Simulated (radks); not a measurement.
Task: The table gives one normalised radial function P(r) = r R(r) (large component) of Ho22+ in [Kr] 4d8 7p1 (r in bohr). Calculated with a radial shooting solver on a logarithmic mesh with Libxc functionals: Dirac Kohn-Sham, BLYP, spin-unpolarised, spherical densities, point nucleus; open shells fill j = l - 1/2 first.

r           P
0.001329   0.0148
0.002064   0.0250
0.003179   0.0432
0.004897   0.0765
0.007604   0.1380
0.01171    0.2424
0.01804    0.4022
0.02779    0.5921
0.04315    0.6820
0.06646    0.4024
0.1024    -0.3731
0.159     -0.9966
0.2448    -0.2149
0.3771     1.3785
0.5809     1.4433
0.902      0.3999
1.389      0.0239
2.14       0.0002
3.323      0.0000
5.119      0.0000

Which n and l does it have? It may be an empty orbital.

Result: n = 4, l = 1: the number of nodes gives n - l - 1 = 2, the rise at small r points to l (for j = l - 1/2 the large component starts as r^gamma with gamma = sqrt(l^2 - (Z/c)^2) = 0.87 and the r^(l+1) term takes over further out; the orbital of l - 1 with the same j starts with the same power, but with a larger coefficient, and does not steepen), and the extent must fit the shell. The curve is that of 4p1/2; the two j differ most near the nucleus, where j = l - 1/2 has the larger amplitude, and in heavy atoms j = l - 1/2 is also the more compact. 4p1/2: eigenvalue -953.37 eV, 2 radial nodes at r = 0.0852, 0.259 bohr, <r> = 0.494 bohr, 90 % of the charge inside 0.711 bohr.
